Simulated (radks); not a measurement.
Values are calculated unless marked as measured or tabulated.
Fractional charge and spin in the 6s shell of promethium: the spin-up occupation runs from 0 to 1 and the spin-down occupation from 0 to 1; the fullest corner is Pm, [Xe] 4f(up 2.5, down 2.5) 6s(up 1, down 1). Code: a radial shooting solver on a logarithmic mesh with Libxc functionals. Model: scalar-relativistic Kohn-Sham, PBE, spin-polarised, spherical densities, finite nucleus; Fermi nuclear charge, rms radius of each element as measured or else 0.836 A^(1/3) + 0.57 fm. Energy (eV) minus the two flat planes that join the four corners (they meet along the diagonal where the two added fractions sum to one electron); zero is where a piecewise linear energy would lie.

down \ up       0    0.25     0.5    0.75       1
0           0.000  -0.480  -0.634  -0.471   0.000
0.25       -0.480  -0.585  -0.380   0.129  -0.415
0.5        -0.634  -0.380   0.171  -0.334  -0.550
0.75       -0.471   0.129  -0.334  -0.511  -0.409
1           0.000  -0.415  -0.550  -0.409   0.000

Corners above the fullest one (they belong to Pm+ and the next ion): (up 1, down 0) 5.702 eV, (up 0, down 1) 5.702 eV, (up 0, down 0) 16.812 eV. With half an added electron in each spin the energy lies 0.171 eV from the planes, and with half an added electron in spin up alone -0.634 eV. The planes are only a guide here: the flat-plane condition holds for ground states with one frontier orbital, while this shell lies below other occupied shells, so the corners above the fullest one are inner-hole states and not the ground states of those ions.
